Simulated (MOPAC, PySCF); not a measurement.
Isomers of C2H10Si2. Isolated molecules, 0 K electronic values unless said otherwise. One relaxed conformer stands for each flexible species; it need not be the lowest. Strings in code marks are SMILES.

Quantity: vertical ionisation energy (energy after one electron is removed minus that of the parent at the parent's geometry), in eV.

Level 1: PBE-D3(BJ)/def2-TZVP // TPSSh-D3(BJ)/def2-TZVP (PySCF)
Level 2: PBE/6-31G* // TPSSh-D3(BJ)/def2-TZVP (PySCF)
Level 3: minus the HOMO energy of HF/STO-3G // TPSSh-D3(BJ)/def2-TZVP (PySCF)
Level 4: minus the HOMO energy of PM6 // TPSSh-D3(BJ)/def2-TZVP (MOPAC)

```
species                                    level 2  level 3  level 4
-----------------------------------------  -------  -------  -------
`C[SiH](C)[SiH3]`                             9.40     8.34     8.49
`CC([SiH3])[SiH3]`                            9.84     9.22     9.96
`C[SiH2][SiH2]C` (C–Si–Si–C torsion 180°)     9.35     8.32     8.46
```

**Question.** What does level 1 give for each, and how far do the other levels lie from it on average?

**Answer.** 
- `C[SiH](C)[SiH3]`: 9.45
- `CC([SiH3])[SiH3]`: 9.90
- `C[SiH2][SiH2]C` (C–Si–Si–C torsion 180°): 9.40
Mean absolute difference from level 1, which has limits of its own, over these rows (drawn at random from the members that have all these levels): level 2 0.057 eV, level 3 0.96 eV, level 4 0.65 eV.
